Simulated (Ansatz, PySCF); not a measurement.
This Ansatz (an electronic-structure program) input computes a PBE0/def2-TZVPD energy:

Ansatz 0.2 input:
```yaml
crystal:
  periodic: [false, false, false]
  atoms:
    - {symbol: C, position_ang: [-0.57639598, -1.62516185, 1.05857141]}
    - {symbol: C, position_ang: [0.33901157, -0.42885169, 0.81415854]}
    - {symbol: C, position_ang: [1.75111881, -0.89641318, 0.47326853]}
    - {symbol: Se, position_ang: [-0.39288262, 0.77580976, -0.59639172]}
    - {symbol: H, position_ang: [-0.18595679, -2.28363805, 1.85254753]}
    - {symbol: H, position_ang: [-0.67472937, -2.21273440, 0.14136694]}
    - {symbol: H, position_ang: [-1.57641090, -1.29344561, 1.34105328]}
    - {symbol: H, position_ang: [0.38603812, 0.16071757, 1.73522494]}
    - {symbol: H, position_ang: [2.16806843, -1.54658893, 1.26057804]}
    - {symbol: H, position_ang: [1.74174459, -1.45613248, -0.46630661]}
    - {symbol: H, position_ang: [2.41684873, -0.04314952, 0.33686358]}
basis:
  gaussian:
    orbitals: def2-TZVPD
hamiltonian:
  xc: {name: PBE0}
total_charge: -1
output: {forces: true}
```

**Question.** Write an input for the same energy in PySCF and say what it gives.

**Answer.** 
```python
from pyscf import gto, scf, dft

mol = gto.M(
    atom='''
    C    -0.57639598   -1.62516185    1.05857141
    C     0.33901157   -0.42885169    0.81415854
    C     1.75111881   -0.89641318    0.47326853
    Se   -0.39288262    0.77580976   -0.59639172
    H    -0.18595679   -2.28363805    1.85254753
    H    -0.67472937   -2.21273440    0.14136694
    H    -1.57641090   -1.29344561    1.34105328
    H     0.38603812    0.16071757    1.73522494
    H     2.16806843   -1.54658893    1.26057804
    H     1.74174459   -1.45613248   -0.46630661
    H     2.41684873   -0.04314952    0.33686358
    ''',
    basis='def2-tzvpd',
    charge=-1,
    spin=0,
    verbose=4,
)

mf = dft.RKS(mol, xc='pbe0').density_fit(auxbasis='def2-universal-jkfit')
mf.grids.level = 3
mf.conv_tol = 1e-9
mf.max_cycle = 100
mf.max_memory = 1500
mf.kernel()
if not mf.converged:
    mf = mf.newton()
    mf.kernel(mf.make_rdm1())
mf.analyze()
```
It gives -2519.73896 Eh, and Ansatz -2519.73883 Eh, a difference of 0.13 mEh, from the treatment of integrals and grids.
